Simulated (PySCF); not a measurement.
CH$_{5}$FSi$_{2}$, B$_{2}$H$_{5}$NSi, FH$_{2}$NOSi, AlBF$_{2}$H$_{2}$ (calculated)

All values are calculated (PySCF 2.14.0). Calculation on a computer-drawn molecule: optimised geometry and harmonic frequencies of an isolated molecule of the commonest isotopes, restricted reference for singlets and unrestricted otherwise, frozen core in MP2.

Common to all runs: charge 0; multiplicity 1; basis cc-pV(D+d)Z.

(1) CH$_{5}$FSi$_{2}$

Start structure:
```xyz
9
CH5FSi2
F     -2.4475    -1.3250     0.3409
Si    -1.5721     0.0000     0.1934
C     -0.3233     0.1694    -1.1435
Si     0.7860     1.6336    -1.4736
H     -2.0031     0.7511     1.3494
H     -0.3218    -0.6550    -1.8621
H      0.5379     2.2635    -2.7610
H      0.5037     2.6264    -0.4239
H      2.1611     1.1875    -1.3711
```

- method: HF
- rotational constants: 24.4, 1.717, 1.634 GHz
- total energy: -718.0992 hartree
- convergence status largest gradient component: 3.21e-05 hartree/bohr

Drawn bonds:
```csv
atom,other atom,order
1,2,1
2,3,2
3,4,1
2,5,1
3,6,1
4,7,1
4,8,1
4,9,1
```

Optimised structure:
```xyz
9
CH5FSi2
F     -2.4526    -1.2817     0.3414
Si    -1.4891    -0.0265     0.0984
C     -0.3894     0.1024    -1.1627
Si     0.6984     1.5831    -1.3870
H     -1.7535     0.9443     1.1567
H     -0.3096    -0.7136    -1.8766
H      0.4642     2.2531    -2.6900
H      0.4143     2.5602    -0.3044
H      2.1382     1.2302    -1.3274
```

Modes:
```csv
frequency (cm⁻¹),reduced mass (dalton)
141.5,5.18
147.8,4.439
176.8,1.216
299.5,8.762
509.1,1.48
627,1.523
687.8,1.076
798.8,2.095
799,1.372
894.7,3.209
938.6,1.511
1019,1.243
1022,1.042
1043,1.104
1057,1.107
1269,4.502
2281,1.048
2283,1.05
2303,1.021
2438,1.044
3311,1.087
```

(2) B$_{2}$H$_{5}$NSi

Start structure:
```xyz
9
B2H5NSi
B     -3.5633     0.2957     0.1007
N     -2.5322    -0.5231     0.3260
Si    -1.2015    -1.5618     0.6157
B     -0.4269    -2.1527    -1.0706
H     -4.4062     1.0252    -0.0795
H     -0.3244    -0.8163     1.5071
H     -1.7355    -2.6620     1.4121
H     -0.7890    -1.7952    -2.0997
H      0.5708    -2.8955    -1.1020
```

- method: HF
- rotational constants: 15.51, 3.392, 2.874 GHz
- total energy: -395.6753 hartree
- convergence status largest gradient component: 2.148e-05 hartree/bohr

Drawn bonds:
```csv
atom,other atom,order
1,2,2
2,3,1
3,4,1
1,5,1
3,6,1
3,7,1
4,8,1
4,9,1
```

Optimised structure:
```xyz
9
B2H5NSi
B     -3.5515     0.3052     0.1431
N     -2.5962    -0.4594     0.3496
Si    -1.2718    -1.5184     0.6186
B     -0.3727    -2.1627    -1.0886
H     -4.4541     1.0278    -0.0500
H     -0.2569    -0.8278     1.4554
H     -1.7419    -2.7041     1.3806
H     -0.7299    -1.8378    -2.1875
H      0.5670    -2.9085    -1.0115
```

Modes:
```csv
frequency (cm⁻¹),reduced mass (dalton)
104.2,1.03
127,2.903
182.8,2.892
271.7,3.356
447.3,1.249
598.5,2.617
698.4,1.803
741.8,5.337
811.4,1.109
826,1.351
829.6,1.364
958.8,1.205
984.9,1.361
1019,1.055
1263,1.158
1987,5.115
2272,1.05
2285,1.03
2667,1.055
2744,1.124
2987,1.198
```

(3) FH$_{2}$NOSi

Start structure:
```xyz
6
FH2NOSi
N     -2.7215    -0.5424     3.6474
Si    -1.7204    -1.4238     2.8675
O     -1.6756    -2.1006     1.4065
F     -0.3476    -1.8647     3.5156
H     -3.6141    -0.1896     3.3734
H     -2.4118    -1.9688     0.8262
```

* method: MP2
* rotational constants: 8.309, 6.729, 3.718 GHz
* total energy: -519.5638 hartree
* convergence status largest gradient component: 3.861e-05 hartree/bohr

Drawn bonds:
```csv
atom,other atom,order
1,2,2
2,3,1
2,4,1
1,5,1
3,6,1
```

Optimised structure:
```xyz
6
FH2NOSi
N     -2.7200    -0.5123     3.7162
Si    -1.7243    -1.4212     2.8688
O     -1.6624    -2.1194     1.3807
F     -0.3291    -1.8697     3.5264
H     -3.6086    -0.2244     3.3024
H     -2.4467    -1.9428     0.8421
```

Modes:
```csv
frequency (cm⁻¹),reduced mass (dalton)
302.6,3.827
309.3,9.495
346.6,10.32
385.6,1.153
535.5,1.132
613,1.374
788.8,7.437
853.4,1.505
983.6,4.043
1214,7.872
3626,1.078
3879,1.067
```

(4) AlBF$_{2}$H$_{2}$

Start structure:
```xyz
6
AlBF2H2
B      1.0299    -1.5993     1.2603
Al     0.7244    -2.5113    -0.6370
F     -0.6571    -2.2785    -1.5082
F      1.8545    -3.4947    -1.3279
H      1.5397    -0.5184     1.3659
H      0.7016    -2.1391     2.2802
```

- method: MP2
- rotational constants: 6.37, 5.284, 2.96 GHz
- total energy: -467.2868 hartree
- convergence status largest gradient component: 7e-06 hartree/bohr

Drawn bonds:
```csv
atom,other atom,order
1,2,1
2,3,1
2,4,1
1,5,1
1,6,1
```

Optimised structure:
```xyz
6
AlBF2H2
B      1.0290    -1.6022     1.2542
Al     0.7242    -2.5118    -0.6382
F     -0.6817    -2.2660    -1.5066
F      1.8800    -3.5045    -1.3237
H      1.5426    -0.5158     1.3652
H      0.6990    -2.1410     2.2825
```

Modes:
```csv
frequency (cm⁻¹),reduced mass (dalton)
126.2,1.034
153.6,4.686
216.8,4.653
242.8,13.85
546.1,5.868
584.3,1.368
793.7,14.99
851.9,1.886
914.8,3.958
1195,1.132
2631,1.055
2714,1.122
```
